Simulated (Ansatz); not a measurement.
```yaml
crystal:
  periodic: [false, false, false]
  atoms:
    - {symbol: C, position_ang: [-1.523221, 0.372768, 0.434527]}
    - {symbol: Mo, position_ang: [0.419359, -0.256127, -0.103370]}
    - {symbol: N, position_ang: [1.276490, -0.274327, 1.393070]}
    - {symbol: N, position_ang: [0.983695, 0.988114, -1.159245]}
    - {symbol: O, position_ang: [0.369977, -1.961367, -0.921377]}
    - {symbol: H, position_ang: [-1.511309, 1.343441, 0.931027]}
    - {symbol: H, position_ang: [-1.948501, -0.369738, 1.115492]}
    - {symbol: H, position_ang: [-2.133539, 0.442793, -0.470053]}
    - {symbol: H, position_ang: [1.998012, -0.014416, 2.050405]}
    - {symbol: H, position_ang: [1.616049, 1.743770, -1.386859]}
    - {symbol: H, position_ang: [0.518486, -2.071910, -1.863117]}
basis:
  gaussian: {orbitals: def2-TZVP}
total_charge: -2
hamiltonian: {xc: {name: revPBE0}}
output: {forces: true}
```

```sh
$ ansatz run in.yaml --threads 4 --pin off --events-out ev --progress --plain --max-ram 10444MiB
```

Output, abridged:

```
Functional definition: revPBE0
1283 factors; their error is unknown
mean field evaluation 1: about -7994.0963 eV, gradient 9.0e1 eV
mean field evaluation 2: about -7790.3855 eV, gradient 3.3e2 eV
mean field evaluation 4: about -8002.8518 eV, gradient 6.5e1 eV
mean field evaluation 8: about -8013.0158 eV, gradient 2.1e0 eV
mean field evaluation 16: about -8013.0388 eV, gradient 6.7e-1 eV
mean field evaluation 32: about -8013.2052 eV, gradient 1.2e-5 eV
mean field -8013.34460872 eV, -294.4849827304 hartree, gradient 2.8e-6 eV, S^2 0.000000; 18 other end points of the search recorded, 0 dependent functions left out
reference -8013.34465755 eV, -294.4849845249 hartree; 25, 25 occupied and 175, 175 virtual orbitals, 1283 factors
Total energy: -8013.34465755 eV, -294.4849845249 hartree
Atom 0 at    -1.523221     0.372768     0.434527 Å, force    -0.643468     0.312197     0.135116 eV/Å
Atom 1 at     0.419359    -0.256127    -0.103370 Å, force    -0.135445     0.430616    -0.051339 eV/Å
Atom 2 at     1.276490    -0.274327     1.393070 Å, force     0.098600    -0.895585     2.048094 eV/Å
Atom 3 at     0.983695     0.988114    -1.159245 Å, force    -0.168020     1.073226    -2.010078 eV/Å
Atom 4 at     0.369977    -1.961367    -0.921377 Å, force     0.384804    -1.825510    -0.405389 eV/Å
Atom 5 at    -1.511309     1.343441     0.931027 Å, force    -0.154144     0.488331     0.286173 eV/Å
Atom 6 at    -1.948501    -0.369738     1.115492 Å, force    -0.098726     0.007063    -0.105004 eV/Å
Atom 7 at    -2.133539     0.442793    -0.470053 Å, force     0.001836    -0.114888     0.150736 eV/Å
Atom 8 at     1.998012    -0.014416     2.050405 Å, force     0.434356     0.248113     0.008336 eV/Å
Atom 9 at     1.616049     1.743770    -1.386859 Å, force     0.292297     0.119514     0.243906 eV/Å
Atom 10 at     0.518486    -2.071910    -1.863117 Å, force    -0.012090     0.156922    -0.300551 eV/Å
Dipole moment:     0.305336     0.325226     0.198991 e Å
```

Q: What is wrong with this run?

A: The charge is far from anything that the molecule holds. Self-consistency was reached. The result belongs to that input, not to the molecule as meant.
